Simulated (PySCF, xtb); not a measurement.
silylphosphine cation (H₅PSi), SMILES P[SiH3] (connectivity only; charge and spin as stated), charge +1, multiplicity 2.

Harmonic wavenumbers (cm⁻¹) from GFN2-xTB (xtb 6.7.1) at its own minimum, in rising order: 58, 212, 239, 294, 440, 467, 702, 703, 714, 1007, 2276, 2321, 2334, 2335, 2396.

### Question
What does PBE-D3(BJ)/def2-TZVP (PySCF) give at its own minimum? (Estimate from the structure and the level; the computed values follow.)

### Answer
110, 303, 368, 373, 545, 626, 784, 866, 876, 1024, 2168, 2228, 2252, 2400, 2439. Paired by order, the mean absolute difference is 95 cm⁻¹ and the zero-point energies are 23.6 and 24.8 kcal/mol.
